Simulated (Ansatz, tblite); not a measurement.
**Ligand exchange: SiH3Br + Si3H8O → SiH2(SiH3)Br + SiH2(OH)(SiH3)**

Species: SiH3Br `[SiH3]Br`, singlet; Si3H8O `[SiH3]O[SiH2][SiH3]`, singlet; SiH2(SiH3)Br, singlet; SiH2(OH)(SiH3) (disilanol), singlet. The partners trade H for SiH3: Si–H and O–SiH3 bonds give way to Si–SiH3 and O–H.

Shapes, held fixed at every level: PBE0-D4/def2-TZVP. Flexible molecules stand in one conformer, not always the lowest. Programs: Ansatz 0.2.0, tblite 0.8.0. Electronic energies: no zero-point or thermal term.

```
                level                   kind  ΔE (kJ/mol)  less CCSD(T)/def2-TZVPP
             GFN1-xTB         semi-empirical       +272.1                   +168.9
        HF/def2-TZVPP           Hartree–Fock       +129.2                    +26.0
    PBE-D4/def2-TZVPP                    GGA        +75.3                    -27.9
  BHLYP-D4/def2-TZVPP          global hybrid       +115.0                    +11.8
r2SCAN0-D4/def2-TZVPP          global hybrid        +98.9                     -4.3
    B2PLYP/def2-TZVPP          double hybrid       +106.2                     +3.0
       MP2/def2-TZVPP    perturbation theory       +109.9                     +6.7
        CCSD/def2-SVP  coupled cluster or CI       +103.4                     +0.2
   CCSD(T)/def2-TZVPP  coupled cluster or CI       +103.2                      0.0
```

The highest level, CCSD(T)/def2-TZVPP, gives ΔE = +103.2 kJ/mol; the levels span +75.3 to +272.1. GFN1-xTB strays far from the other rows. The column of differences is taken from that level and isn't an error. No measured value is set beside it here. Relativity is left out for Br. Outer-core shells of Br are correlated in most correlated rows, in sets that cover them unevenly.
